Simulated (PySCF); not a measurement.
A GIAO shielding run with PySCF (density fitting, non-relativistic, gas phase) on `C#CC[C@H](CC(C)=S)N[SiH3]`, C$_{7}$H$_{13}$NSSi:

```
$ OMP_NUM_THREADS=1 python probes_run.py task.json out

{"job": {"kind": "nmr", "xc": "PBE0", "basis": "pcSseg-1"}, "charge": 0, "multiplicity": 1}
C     -0.121201     2.988985    -0.400687
C     -0.115220     2.103624     0.405131
C     -0.127308     0.996221     1.336866
C     -0.496496    -0.328146     0.643789
C      0.507268    -0.652041    -0.498172
C      1.897525    -0.786651     0.018071
C      2.881680     0.253723    -0.386556
S      2.309227    -2.012881     1.006826
N     -1.844825    -0.273242     0.165265
Si    -2.869018    -1.643917    -0.010002
H     -0.120460     3.784971    -1.083650
H      0.854257     0.901082     1.808888
H     -0.868182     1.197049     2.115309
H     -0.433339    -1.135371     1.380741
H      0.182722    -1.598113    -0.936241
H      0.446188     0.134454    -1.253795
H      2.472903     1.250800    -0.219161
H      3.082625     0.162756    -1.455406
H      3.816642     0.137881     0.155654
H     -1.993131     0.529759    -0.429225
H     -4.147583    -1.065412    -0.410114
H     -2.420906    -2.623348    -1.013467
H     -2.898121    -2.295200     1.298693
```

Hardware: 1 thread of an Arm Neoverse N1, shared host. The job also computes population analyses, field gradients.

**Question.** How large is the calculation?

**Answer.** 92 electrons, 249 basis functions and 1329 auxiliary functions.

**Question.** How long does it take, and how much memory does it need?

**Answer.** 3 min of wall time, with 16 SCF cycles and 5 response iterations; peak memory 1.2 GiB. Times on a shared host scatter by some tens of per cent.
